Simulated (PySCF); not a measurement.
# Working out the excitation energy of Te⁺

Te⁺ [Kr] 4d10 5s2 5p3 (4S) → Te⁺ [Kr] 4d10 5s1 5p4 (4P). Calculation: PySCF 2.14, in aug-cc-pVDZ-PP with ECP28MDF (5s4p3d, 32 functions); a scalar-relativistic core potential. Frozen: 4s2 4p6 4d10. Energies in hartree (1 hartree = 27.21139 eV):

```
             part  Te⁺ (lower)  Te⁺ (upper)
              UHF  -266.715443  -266.371232
MP2 opposite-spin    -0.035034    -0.038541
    MP2 same-spin    -0.012950    -0.012624
```

What does Hartree-Fock give?

(-266.371232) − (-266.715443) = 0.344211 hartree = 9.366 eV.

What do MP2 and SCS-MP2 (6/5 opposite-spin, 1/3 same-spin) give?

The opposite-spin parts differ by -0.095 eV and the same-spin parts by 0.009 eV. MP2: 9.366 + (-0.095) + (0.009) = 9.280 eV. SCS-MP2: 9.366 + 1.2 × (-0.095) + (0.009)/3 = 9.255 eV.

A double-zeta basis recovers only part of the correlation energy.
